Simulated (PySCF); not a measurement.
## How methods differ on the ionisation energy of Lu⁵³⁺

Lu⁵³⁺ [Ar] → Lu⁵⁴⁺ [Ne] 3s2 3p5 [3p1/2^2 3p3/2^3, M_J = 3/2], as a difference of total energies. Computed with PySCF 2.14 in an even-tempered Gaussian basis (18 s from 15 bohr⁻², ratio 2.4; 14 p from 19 bohr⁻², ratio 2.4; 4 d from 71 bohr⁻², ratio 2.6; 4 f from 110 bohr⁻², ratio 2.6), with the two-component X2C-1e Hamiltonian. Correlated levels: 1s2 frozen; the 48 highest virtual spinors dropped. "Screened" scales the spin-orbit matrix elements by Boettger's factors to mimic the two-electron term; Breit and QED terms are absent.

```tsv
method	ionisation energy (eV)
GHF (spin-free)	5256.5
GMP2 (spin-free)	5257.5
GHF (screened spin-orbit)	5171.0
GMP2 (screened spin-orbit)	5172.0
```

Breit and QED terms and the two-electron picture change are absent.

The spin-free rows lack the spin-orbit shift.

For comparison: 5168 ± 5 eV (theoretical estimate listed by NIST; NIST Atomic Spectra Database, ionization energies).
